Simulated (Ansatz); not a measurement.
The same path of CH$_{3}$GeO (6 atoms, charge 1, multiplicity 1) was run twice with different band settings. The coordinate that changes most is the dihedral O1–C2–Ge3–H6.

Level of theory: RKS BLYP-D4/def2-SVP (Ansatz 0.2.0).

Relaxed end points:

```xyz
6
Properties=species:S:1:pos:R:3
O 0.532 -1.235 0.531
C -0.482 -0.961 -0.090
Ge 0.076 0.941 -0.135
H -1.293 -1.660 -0.413
H 1.236 1.239 -1.108
H -0.069 1.677 1.215
```

```xyz
6
Properties=species:S:1:pos:R:3
O -1.232 -0.449 -0.612
C -0.346 -1.023 -0.001
Ge 0.610 0.703 0.209
H -0.284 -2.113 0.244
H 1.282 1.223 -1.080
H -0.030 1.658 1.239
```

Common settings: movable images 9; climbing image yes; spring 5.0 eV/Å²; optimiser quadratic models (default); start path through a guess of the saddle point; iteration limit 60; end points relaxed.

| run | force threshold |
| --- | --- |
| 1 | 0.05 eV/Å |
| 2 | 0.2 eV/Å |

Problem. What does each run give, and how far can it be trusted?

Solution. Run 1: converged after 25 iterations, highest image 0.246 eV above the first end. A vibrational analysis at the climbing image gives one clearly imaginary mode, 134i cm⁻¹: a first-order saddle point.
Run 2: converged after 24 iterations, highest image 0.246 eV above the first end. The threshold of 0.2 eV/Å is loose, so the images may lie well off the minimum-energy path. Another band between the same ends (9 images) ends at a top of the same energy, where a vibrational analysis finds 1 clearly imaginary mode.
Limits of this set-up: the dipole of an ion depends on the origin.
